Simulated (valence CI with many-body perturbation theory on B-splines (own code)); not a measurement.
# E1 line list for Sb²⁺

Calculated by relativistic CI+MBPT: three valence electrons over a frozen Dirac-Fock core [Kr] 4d10, a basis of 11 s, 11 p, 9 d, 7 f, 5 g, 2 h, 1 i functions for each j, with the one-electron correlation potential Σ1, the two-electron term Σ2, the three-electron term Σ3, Breit, model QED; selected CI, second order for the rest, scaled by the run's own slope (own B-spline code, finite nucleus).

Set against measurement, 16 paired levels are off by 201 cm⁻¹ on average, the worst by 603. These come from a selection out of Moore, Atomic Energy Levels, vol. III, NSRDS-NBS 35 (1971 reprint of NBS Circular 467, 1958), an old analysis. Levels without a partner in it may be off by more. 1 measured level below the end of the list, from 163388 cm⁻¹ on, found no clear computed partner, and computed levels of the same name lie up to 1446 cm⁻¹ from them.

Lines 201 to 227 of 227 in falling wavelength, among levels below 166015 cm⁻¹, chosen from the strongest by gf and those to the six lowest levels. Wavelengths and rates use the calculated energies, so an error of 200 cm⁻¹ moves a line at 97.80 nm by 0.2 % and its rate by three times that or more. Electric multipoles are in the length gauge, E1 and E2 with the static RPA response of the core. Weak lines are less certain than strong ones. Lines between different terms over intervals too small for the method are left out, as are lines whose strength nearly cancels. The highest levels of a list are the least certain.

Names give the largest LS component (configuration and term), which can be under half, so a name can repeat, a term be missing and a line seem to break the LS rules; names also repeat where a configuration has a term twice. Letters in brackets count levels of one name in rising energy.

| λ vac (nm) | λ from measured levels | Upper | Lower | A (s⁻¹) | S (a.u.) |
| --- | --- | --- | --- | --- | --- |
| 100.2 |  | 5s 5p 6s 4P°_5/2 | 5s 5p2 4P_5/2 | 3.08e+09 | 9.18e+00 |
| 99.95 |  | 5s 5p2 2P_1/2 | 5s2 5p 2P°_1/2 | 5.11e+08 | 5.03e-01 |
| 99.95 |  | 5s2 5f 2F°_5/2 | 5s 5p2 4P_3/2 | 8.79e+06 | 2.60e-02 |
| 99.88 |  | 5s 5p 5d 4D°_7/2 | 5s 5p2 4P_5/2 | 5.20e+09 | 2.05e+01 |
| 99.34 |  | 5s 5p 6s 2P°_1/2 | 5s 5p2 4P_3/2 | 3.71e+08 | 3.59e-01 |
| 99.07 |  | 5s 5p 6s 4P°_3/2 | 5s 5p2 4P_1/2 | 1.77e+09 | 3.39e+00 |
| 98.51 |  | 5s 5p 5d 4P°_5/2 [b] | 5s 5p2 4P_5/2 | 1.93e+09 | 5.46e+00 |
| 97.80 | 98.08 | 5s 5p2 2P_3/2 | 5s2 5p 2P°_1/2 | 7.52e+07 | 1.39e-01 |
| 97.66 |  | 5s 5p 5d 4D°_1/2 | 5s 5p2 4P_1/2 | 3.88e+09 | 3.57e+00 |
| 97.56 |  | 5s 5p 5d 4D°_3/2 | 5s 5p2 4P_1/2 | 2.79e+09 | 5.11e+00 |
| 97.54 |  | 5s 5p 5d 2P°_3/2 | 5s 5p2 4P_3/2 | 1.03e+09 | 1.88e+00 |
| 96.90 |  | 5s 5p 6s 4P°_5/2 | 5s 5p2 4P_3/2 | 7.78e+06 | 2.09e-02 |
| 96.47 |  | 5s 5p 6s 2P°_1/2 | 5s 5p2 4P_1/2 | 1.46e+09 | 1.29e+00 |
| 95.59 |  | 5p3 2P°_1/2 | 5s 5p2 4P_3/2 | 3.45e+06 | 2.97e-03 |
| 95.30 |  | 5s 5p 5d 4P°_5/2 [b] | 5s 5p2 4P_3/2 | 8.69e+08 | 2.23e+00 |
| 94.78 |  | 5s 5p 5d 2P°_3/2 | 5s 5p2 4P_1/2 | 2.90e+07 | 4.87e-02 |
| 92.93 |  | 5p3 2P°_1/2 | 5s 5p2 4P_1/2 | 1.13e+07 | 8.98e-03 |
| 73.56 | 73.23 | 5s2 7s 2S_1/2 | 5s2 5p 2P°_3/2 | 6.47e+08 | 2.54e-01 |
| 72.37 | 72.41 | 5s2 6d 2D_3/2 | 5s2 5p 2P°_3/2 | 1.17e+08 | 8.73e-02 |
| 72.24 | 72.28 | 5s2 6d 2D_5/2 | 5s2 5p 2P°_3/2 | 6.74e+08 | 7.52e-01 |
| 70.16 | 69.87 | 5s2 7s 2S_1/2 | 5s2 5p 2P°_1/2 | 3.05e+08 | 1.04e-01 |
| 69.08 | 69.12 | 5s2 6d 2D_3/2 | 5s2 5p 2P°_1/2 | 6.63e+08 | 4.31e-01 |
| 63.19 |  | 5s2 8s 2S_1/2 | 5s2 5p 2P°_3/2 | 3.20e+08 | 7.97e-02 |
| 62.89 |  | 5s2 7d 2D_3/2 | 5s2 5p 2P°_3/2 | 3.30e+07 | 1.62e-02 |
| 62.85 |  | 5s2 7d 2D_5/2 | 5s2 5p 2P°_3/2 | 2.06e+08 | 1.52e-01 |
| 60.67 |  | 5s2 8s 2S_1/2 | 5s2 5p 2P°_1/2 | 1.54e+08 | 3.39e-02 |
| 60.39 |  | 5s2 7d 2D_3/2 | 5s2 5p 2P°_1/2 | 2.09e+08 | 9.11e-02 |
